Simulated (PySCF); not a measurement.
Calculation: M06-2X/def2-TZVP // B3LYP-D3(BJ)/def2-SVP (PySCF). Gas-phase values, no solvent. One relaxed conformer stands for a flexible species; it need not be the lowest. Excitations are Tamm–Dancoff values on a coarser integration grid. The basis has no diffuse functions, so Rydberg states are missing or too high.

Reference species (SMILES): `C[C@@H](CC[SiH3])C(F)(F)F` (C–C–C–C torsion -64°, C–C–C–Si torsion -177°) (neutral, multiplicity 1).

S1–T1 gap (TDA): 0.57 eV
HOMO–LUMO gap: 11.06 eV
T1 excitation (TDA): 7.75 eV

After one change: the S1–T1 gap (TDA) is nearly the same; the HOMO–LUMO gap decreases by 0.11 eV; the T1 excitation (TDA) falls by 0.09 eV.

Problem. Name the change that produced these shifts. The new species is one of these.
(A) `C[C@@H]([SiH3])CCC(F)(F)F` (Si–C–C–C torsion -63°, C–C–C–C torsion -176°)
(B) `CC[C@@H](C[SiH3])C(F)(F)F` (C–C–C–C torsion 173°, C–C–C–Si torsion -63°)
(C) `CCC[C@@H]([SiH3])C(F)(F)F` (C–C–C–C torsion 176°, C–C–C–Si torsion 59°)
(D) `CC[C@@H]([SiH3])CC(F)(F)F` (C–C–C–Si torsion -63°, Si–C–C–C torsion -64°)

Solution. D, `CC[C@@H]([SiH3])CC(F)(F)F` (C–C–C–Si torsion -63°, Si–C–C–C torsion -64°)
